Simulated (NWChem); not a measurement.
ZrNHF$_{2}$; SMILES [NH]=[Zr]([F])[F]

def2 effective core potentials on Zr; no spin-orbit coupling.

**Question.** Give the equilibrium geometry at PBE0/def2-SVP with def2 effective core potentials on Zr (NWChem) as a list of bonds and angles, with the point group.

**Answer.** point group Cs; any orientation.
Bonded distances (Å): Zr1–N2 1.804, Zr1–F4 1.936, Zr1–F5 1.936, N2–H3 1.016. Angles (°): N2–Zr1–F4 112.8, N2–Zr1–F5 112.8, F4–Zr1–F5 119.0, Zr1–N2–H3 172.4.
